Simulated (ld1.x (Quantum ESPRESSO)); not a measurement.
# Before and after: ultrasoft potential for As (Z = 33)

As (Z = 33), ultrasoft, made with ld1.x (Quantum ESPRESSO) 7.5 (PBE, scalar-relativistic). Core [Ar] 3d10, reference 4s2 4p1.5 (charge +1.5). Waves: 4s (bound): rcut 1.60, rcutus 1.85 bohr; 4s channel at -1.35 Ry: rcut 1.60, rcutus 1.85 bohr; 4p (bound): rcut 2.00, rcutus 2.25 bohr; 4p channel at 1.1 Ry: rcut 2.00, rcutus 2.25 bohr. Local part: all-electron potential smoothed inside 1.65 bohr (lloc = -1). Core correction: a·sin(br)/r model core, default radius (core density twice the valence density). Augmentation charge: PSQ, radius 1.20 bohr.

Change: waves 4s (bound): rcut 1.60, rcutus 2.24 bohr; 4s channel at -1.35 Ry: rcut 1.60, rcutus 2.24 bohr.

Cutoffs: the cutoffs (Ry, on a coarse ladder) from which the occupation-weighted sum of valence levels, in a spherical-Bessel basis at the reference potential, stays within 10 and 1 mRy of its value at 400 Ry; they do not see the model core or the augmentation charge, which bear on the density cutoff. Errors are all-electron minus pseudo energies relative to the spin-unpolarised reference configuration.

Problem. Predict the effect on cutoff, ghosts and configuration errors.

Solution. The potential gets neither clearly harder nor softer (10 Ry and 15 Ry → 10 Ry and 15 Ry); both files keep a bound ghost (d); the errors of the 7 common tests hardly move.

| quantity | base | changed |
| --- | --- | --- |
| cutoff, loose | 10 Ry | 10 Ry |
| cutoff, tight | 15 Ry | 15 Ry |
| bound ghosts | d | d |
| error for 4s2 4p3, meV [ΔE -16.94 eV] | -8.1 | -8.0 |
| error for 4s2 4p2, meV [ΔE -7.79 eV] | -1.1 | -1.1 |
| error for 4s2 4p1, meV [ΔE 10.13 eV] | -5.4 | -5.3 |
| error for 4s1 4p0, meV [ΔE 88.48 eV] | -312 | -292 |
| error for 4s1 4p4, meV [ΔE -7.52 eV] | +1.2 | +1.0 |
| error for 4s2 4p2.5, meV [ΔE -13.39 eV] | -4.7 | -4.7 |
| error for 4s0 4p5, meV [ΔE 2.11 eV] | -2.0 | -2.0 |
| s: phases at 2.45 bohr within 0.05 rad from the reference energy up to (Ry; the scan ends near 5) | 2.3 | 1.4 |
| p: phases at 2.45 bohr within 0.05 rad from the reference energy up to (Ry; the scan ends near 5) | 3.3 | 3.3 |
| lowest overlap eigenvalue by channel | s 0.37, p 0.57 | s 0.34, p 0.57 |

 A true bound ghost makes a file unfit for plane-wave use even where its test errors are small: the radial tests pick states by their node count and pass the ghost by.
